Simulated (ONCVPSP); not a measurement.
**nitrogen: one change to an ONCV potential, before and after**

```json
{
 "Element": "nitrogen (N)",
 "Generator": "ONCVPSP 4.0.1",
 "Type": "optimised norm-conserving Vanderbilt (ONCV)",
 "Functional": "LDA (Perdew-Wang 92)",
 "Relativity": "scalar-relativistic",
 "Frozen core": "[He]",
 "Valence charge": "5",
 "Reference configuration": "2s2 2p1.5 (charge +1.5)",
 "Partial waves": "2s: rc 0.90 bohr, ncon 4, nbas 9, qcut 8.1 1/bohr, 2 projectors, debl 1.6 Ha; 2p: rc 1.60 bohr, ncon 4, nbas 9, qcut 9.9 1/bohr, 1 projector; d scattering state at 0.09 Ha: rc 1.75 bohr, ncon 4, nbas 7, qcut 5.3 1/bohr, 2 projectors, debl 1.7 Ha",
 "Local potential": "polynomial inside 0.65 bohr (lpopt 5, dvloc0 0 Ha)",
 "Core correction": "Teter function, fcfact 1.5, rcfact 1.65"
}
```

Change: functional revPBE.

Cutoffs: the cutoffs (Ha) at which the residual kinetic energy of the hardest occupied pseudo-wave falls to 1 and 0.1 mHa per electron; they do not see the model core or the augmentation charge, which bear on the density cutoff. Errors are all-electron minus pseudo energies relative to the spin-unpolarised reference configuration.

Problem. What does the change do?

Solution. The potential gets neither clearly harder nor softer (30 Ha and 85 Ha → 30 Ha and 86 Ha); of the 4 tests that both files solve, the error grows in 0 and shrinks in 4 by more than 15 % and 0.3 meV (median size 28.2 → 22.4 meV); neither file shows a bound ghost.

| quantity | base | changed |
| --- | --- | --- |
| cutoff, loose | 30 Ha | 30 Ha |
| cutoff, tight | 85 Ha | 86 Ha |
| loose cutoff by channel | s 30 Ha, p 29 Ha | s 30 Ha, p 28 Ha |
| bound ghosts | none | none |
| GHOST(+) flags under 300 eV | d at 93.7 eV | none |
| error for 2s2 2p3, meV [ΔE -26.12 → -25.83 eV] | +39 | +31 |
| error for 2s2 2p2, meV [ΔE -12.38 → -12.29 eV] | +9.6 | +7.8 |
| error for 2s2 2p1, meV [ΔE 16.59 → 16.49 eV] | +17 | +14 |
| error for 2s1 2p4, meV [ΔE -14.91 → -14.23 eV] | +100 | +73 |
| s: phases at 0.91 bohr within 0.05 rad from the reference energy up to (Ha; the scan ends near 5) | to the end of the scan | to the end of the scan |
| p: phases at 1.63 bohr within 0.05 rad from the reference energy up to (Ha; the scan ends near 5) | 0.9 | 1.0 |
| d: phases at 1.78 bohr within 0.05 rad from the reference energy up to (Ha; the scan ends near 5) | 3.1 | 3.8 |
| rms error of d²Exc/dni dnj with the model core, mHa | 2.85 | 1.86 |
